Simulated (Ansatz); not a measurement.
Consider the formal exchange of groups at the Si–S bond: `O[SiH2][SiH](S)Cl` + `FCS[SiH3]` → `O[SiH2][SiH]([SiH3])Cl` + `FCSS`.

Isolated molecules relaxed with PBE0-D4/def2-TZVP in Ansatz; ΔE leaves out vibrations. CBS: MP2 limit from def2 TZ/QZ plus the TZ coupled-cluster correction, frozen cores. DFT in def2-TZVPP. Each species was taken in one conformer, which may not be the lowest.

`O[SiH2][SiH](S)Cl`:

Cartesian coordinates in Å:
```
O 1.580 -1.165 -0.313
Si -0.069 -1.253 -0.246
Si -0.831 0.859 0.422
S -0.367 2.336 -1.037
Cl 0.173 1.195 2.212
H 2.028 -0.920 0.500
H -0.541 -2.285 0.720
H -0.522 -1.598 -1.614
H -2.278 1.032 0.696
H 0.828 1.799 -1.339
```

`FCS[SiH3]`:

```xyz
9

F     1.279   -1.607    0.427
C     1.419   -0.243    0.499
S     0.728    0.602   -0.935
Si   -1.356    0.317   -0.543
H     0.935    0.100    1.416
H     2.483   -0.002    0.517
H    -2.064    1.241   -1.461
H    -1.796   -1.076   -0.795
H    -1.629    0.668    0.875
```

`O[SiH2][SiH]([SiH3])Cl`:

```xyz
12

O     2.190   -1.795   -1.014
Si    1.344   -1.153    0.248
Si   -0.592   -0.109   -0.576
Si   -1.557    1.481    0.843
Cl    0.082    0.872   -2.293
H     2.260   -1.250   -1.801
H     1.024   -2.273    1.168
H     2.137   -0.131    0.990
H    -1.614   -1.091   -1.028
H    -2.709    2.144    0.177
H    -0.538    2.502    1.204
H    -2.028    0.804    2.081
```

`FCSS`:

```xyz
7

F    -0.669    0.389   -1.441
C     0.513    0.311   -0.749
S     0.545   -1.047    0.416
S    -0.585   -0.335    1.960
H     1.324    0.117   -1.458
H     0.670    1.255   -0.224
H    -1.798   -0.690    1.496
```

| species | PBE-D4 energy (Eh) |
| --- | --- |
| `O[SiH2][SiH](S)Cl` | -1515.08400 |
| `FCS[SiH3]` | -828.26152 |
| `O[SiH2][SiH]([SiH3])Cl` | -1407.55872 |
| `FCSS` | -935.74010 |

**Question.** Work out ΔE.

**Answer.** ΔE = (-1407.55872) + (-935.74010) − (-1515.08400) − (-828.26152) = 0.04670 Eh = +1.27 eV. CCSD(T)/CBS gives +1.46 eV.

Largest T1 diagnostic among the species: 0.012.

From PBE to PBE0 (25 % exact exchange), in def2-TZVPP and without D4, ΔE moves by +0.08 eV.
